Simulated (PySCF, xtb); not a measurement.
F3Sb, SMILES [F][Sb+]([F])[F], charge +1, multiplicity 2.

Harmonic wavenumbers (cm⁻¹) from GFN2-xTB (xtb) at its own minimum, in rising order: 94, 95, 119, 322, 323, 370.

Problem. What does PBE-D3(BJ)/def2-SVP in PySCF give at its own minimum? (The exact figures need the calculation; the answer reports its results.)

Solution. 146, 146, 162, 606, 628, 628. Paired by order, the mean absolute difference is 166 cm⁻¹ and the zero-point energies are 1.9 and 3.3 kcal/mol.
